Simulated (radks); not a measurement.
Task: Coherent X-ray form factor from a spherical all-electron density. All-electron calculation, Dirac Kohn-Sham, PBEsol, spin-unpolarised, spherical densities, point nucleus. Program: a radial shooting solver on a logarithmic mesh with Libxc functionals.

| sin(theta)/lambda (1/angstrom) | f0 (electrons) |
|---|---|
| 0.05 | 76.317 |
| 0.1 | 74.376 |
| 0.15 | 71.458 |
| 0.2 | 67.929 |
| 0.25 | 64.136 |
| 0.3 | 60.350 |
| 0.4 | 53.402 |
| 0.5 | 47.588 |
| 0.6 | 42.777 |
| 0.8 | 35.133 |
| 1 | 29.102 |
| 1.25 | 23.314 |
| 1.5 | 19.320 |
| 2 | 14.957 |

The species is in the configuration that NIST lists as its ground one. Which atom or ion scatters so?

Result: The mercury ion Hg3+, [Xe] 4f14 5d9. Extrapolating in s^2 from the first two rows gives f0(0) = 77.0, near the electron count 77; among species with that count, the fall with angle is slower the higher Z, and the table is that of Z = 80; from so few rows the species is fixed only to a neighbour or two.
